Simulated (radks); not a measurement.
Coulomb parameter of the 5d shell of neutral osmium in the model configuration [Xe] 4f14 5d5 6s2 6p1, as a second difference U = [E(n + 0.25) + E(n - 0.25) - 2 E(n)] / (0.25)^2 with all orbitals relaxed. "Bare": the charge of the atom changes with n. "Screened": the 6p shell takes up the change at fixed total charge, which measures U(5d,5d) + U(6p,6p) - 2 U(5d,6p). Calculated with a radial shooting solver on a logarithmic mesh with Libxc functionals: Dirac Kohn-Sham, BLYP, spin-unpolarised, spherical densities, point nucleus; open shells are shared between the two j in proportion to 2j + 1.

| case | configuration | E - E(n) (eV) |
|---|---|---|
| start | [Xe] 4f14 5d5 6s2 6p1 | 0.000 |
| bare +0.25 | [Xe] 4f14 5d5.25 6s2 6p1 | -2.092 |
| bare -0.25 | [Xe] 4f14 5d4.75 6s2 6p1 | 2.656 |
| screened +0.25 | [Xe] 4f14 5d5.25 6s2 6p0.75 | -1.703 |
| screened -0.25 | [Xe] 4f14 5d4.75 6s2 6p1.25 | 1.848 |

U(bare) = 9.015 eV, U(screened by 6p) = 2.324 eV, against the Slater integral F0(5d,5d) = 14.124 eV with frozen orbitals. The step up makes a negative ion, whose loosely bound charge lowers the bare value.
